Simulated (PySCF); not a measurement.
Löwdin shares of the frontier orbitals

Species: C2H11NOSi2.
Atom-mapped SMILES: `[CH3:1][O:2][CH2:3][SiH2:4][NH:5][SiH3:6]` (hydrogens: H7, H8, H9 on C1; H10, H11 on C3; H12, H13 on Si4; H14 on N5; H15, H16, H17 on Si6)

Geometry (PBE0-D3(BJ)/def2-SVP, Å), atoms numbered from 1 in this order:
```xyz
17
C2H11NOSi2 angstrom
C      1.908    0.016   -1.009
O      1.227    0.852   -0.121
C      1.097    0.327    1.182
Si    -0.204   -1.062    1.258
N     -1.438   -0.564    0.143
Si    -1.603    0.896   -0.810
H      1.975    0.539   -1.972
H      1.382   -0.945   -1.171
H      2.932   -0.207   -0.652
H      0.750    1.158    1.818
H      2.077    0.006    1.591
H      0.358   -2.401    0.881
H     -0.686   -1.191    2.671
H     -2.224   -1.198    0.036
H     -1.304    2.127   -0.022
H     -3.050    0.934   -1.201
H     -0.814    0.906   -2.079
```

Level of theory: TDDFT PBE0/def2-SVPD, vertical, gas phase, core orbitals frozen in the response (PySCF 2.14.0, density-fitted response routines).

Frontier orbitals with the atoms that hold most of them (Löwdin shares over 4%, at most four atoms; ? is withheld):

```tsv
orbital	ε (eV)	atoms
LUMO+2	1.11	Si4 32%, H12 13%, O2 9%, H11 6%
LUMO+1	0.46	Si4 19%, Si6 11%, C3 9%, C1 8%
LUMO	0.10	?
HOMO	-7.30	O2 46%, C3 15%, Si4 11%, C1 6%
HOMO-1	-7.32	N5 50%, Si6 12%, Si4 10%, H17 7%
HOMO-2	-8.87	Si6 22%, O2 21%, H16 18%, H15 8%
HOMO-3	-9.34	Si6 17%, Si4 16%, H17 11%, H12 10%
```

(1) Which atoms hold the LUMO, and with what shares?

(2) How does S1 compare with the orbital gap of 7.40 eV?

Results:

(1) Si4 (bonded to C, N and 2 H) 22%; Si6 (bonded to N and 3 H) 17%; H14 (bonded to N) 12%; N5 (bonded to 2 Si and H) 10%. By element: silicon 39%, hydrogen 12% or more, nitrogen 10%.

(2) S1 is at 6.03 eV (f = 0.0044), 1.37 eV below the gap, made of HOMO-1→LUMO (97%). Without the coupling terms of the response equations the lowest excitation would equal the gap.

Next come S2 at 6.26 eV (f 0.0053), HOMO→LUMO (93%); S3 at 6.65 eV (f 0.037), HOMO→LUMO+1 (89%); S4 at 6.68 eV (f 0.029), HOMO-1→LUMO+1 (90%); S5 at 7.22 eV (f 0.0045), HOMO→LUMO+2 (70%), HOMO→LUMO+5 (19%).

The run took 8.0 min wall on Intel Xeon at 2.50 GHz, one thread, shared host with 64 logical CPUs at a one-minute load of 63, and the process peaked at 0.89 GiB of memory.

One conformer stands for the species.
